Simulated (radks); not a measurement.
The numbers below are computed, except where a source is named.
Ionisation of the chromium ion Cr2+, [Ar] 3d4, to [Ar] 3d3 as the strength of local exchange is varied. Code: a radial shooting solver on a logarithmic mesh with Libxc functionals. Model: scalar-relativistic Kohn-Sham, Slater X-alpha exchange (alpha = 2/3 is LDA exchange), no correlation, spin-polarised, spherical densities, point nucleus; open shells are filled with parallel spins first.

alpha  E(Cr2+) (hartree)  exchange (hartree)  IE (eV)  -e of the level emptied (eV)  <r> of it (bohr)
0.667        -1045.88679           -44.23099   30.975                   23.190 (3d)             1.223
0.714        -1049.00973           -47.48441   32.064                   24.159 (3d)             1.204
0.793        -1054.27920           -52.99278   33.951                   25.850 (3d)             1.173
0.862        -1058.90237           -57.84462   35.656                   27.390 (3d)             1.148
0.908        -1061.99519           -61.10019   36.821                   28.448 (3d)             1.133
0.925        -1063.14035           -62.30758   37.257                   28.846 (3d)             1.127
1.016        -1069.29016           -68.80947   39.645                   31.033 (3d)             1.098

NIST Atomic Spectra Database: 30.96 eV (measured). The central value is not met in this range of alpha. Open shells are spherical and high-spin; term and fine-structure splittings are not resolved.
